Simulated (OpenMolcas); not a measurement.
## Sc2+: the spin-orbit constant, worked from levels

```yaml
Program: OpenMolcas
Basis: ANO-RCC-VTZP [6s5p3d2f1g]
Scalar_Hamiltonian: DKH2, point nucleus
Active_space: 1 electron in 6 orbitals (3d 4s)
State_averaging: 2S+1 = 2 even, 6 roots
Spin-orbit_coupling: RASSI with atomic mean-field integrals over the reference wave functions, term energies averaged over their components
```

Methods: CASSCF; SS-CASPT2, IPEA 0.25 Eh, imaginary shift 0.1 Eh (closed shells correlated: 3s 3p). Measured levels: Sugar and Corliss, J. Phys. Chem. Ref. Data 9, 473 (1980).

**The spin-orbit constant.** For the Hund term 2D of d1, E(J) = (A/2) J(J+1) + constant and ζ = 2S·A = A. From J = 3/2 to J = 5/2 the energy changes by 2.5 A.

```tsv
Source	E(5/2) - E(3/2)	A	ζ
CASSCF	194.9	78.0	78
SS-CASPT2	194.9	78.0	78
measured	197.6	79.0	79
```

All in cm-1. SS-CASPT2 is off by -1.4 % and CASSCF by -1.4 %. Both methods take the spin-orbit matrix elements from the reference wave functions, so the second can move ζ only through the term energies and any multistate remixing.

CASPT2 does not keep the components of a term degenerate, so their means are used; among the terms shown or strongly mixed into the levels shown the widest spread is 85 cm-1 (3d 2D, SS-CASPT2). With one active electron the reference holds no correlation, so core polarisation is missing (holds for CASSCF). With one active electron, CASPT2 adds the correlation within the correlated inactive shells and between them and that electron, and leaves the splitting within a term as the reference gives it (holds for SS-CASPT2). Computed and measured levels are paired by configuration, term and J; levels that our copy of the source lacks, or whose pairing is in doubt (as where it misses far off the trend of its configuration), stay unpaired and out of the deviations. Only configurations of the active space appear.
